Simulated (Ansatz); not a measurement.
The first iterations of a band of Cl2FGeH + ClH (7 atoms, charge 0, multiplicity 1).

Theory: Ansatz, RKS BLYP/def2-SVP.

```yaml
movable_images: 7
climbing_image: yes
spring: 5.0 eV/Å²
optimiser: quadratic models (default)
start_path: through a guess of the saddle point
force_threshold: 0.05 eV/Å
iteration_limit: 60
end_points: relaxed
```

First end point:

```xyz
7
Properties=species:S:1:pos:R:3
Ge -0.017 -0.327 -0.167
H 0.299 -0.731 1.284
Cl 1.712 -0.368 -1.469
Cl -0.963 1.647 -0.262
F -1.190 -1.445 -0.830
Cl 1.630 2.051 2.409
H 0.648 2.424 1.633
```

Last end point:

```xyz
7
Properties=species:S:1:pos:R:3
Ge 0.565 0.836 -0.783
H -0.361 -0.463 2.955
Cl 1.671 -0.525 -2.045
Cl -1.050 1.776 -1.868
F -0.148 -0.107 0.508
Cl 1.867 2.304 0.120
H -0.424 -0.570 3.712
```

| iteration | highest image above the first end (eV) | largest band force component (eV/Å) |
| --- | --- | --- |
| 1 | 4.897 | 25.466 |
| 2 | 2.694 | 7.161 |
| 3 | 1.760 | 3.557 |
| 4 | 1.185 | 1.162 |
| 5 | 1.256 | 0.791 |

**Question.** Does the band converge within its limit, and where does its top end?

**Answer.** The forces met the threshold. It ended after 16 iterations with the highest image 1.786 eV above the first end. Neighbouring images differ by up to 1.5 eV, so the band resolves the path poorly. A vibrational analysis at the climbing image gives one clearly imaginary mode, 1059i cm⁻¹: a first-order saddle point. The orbitals stay closed-shell, which can raise the energy where a bond breaks towards radicals; this wasn't checked here.

Run time: 3.9 min on 2 threads of Arm Neoverse V1 (shared host), peak memory 0.18 GiB.
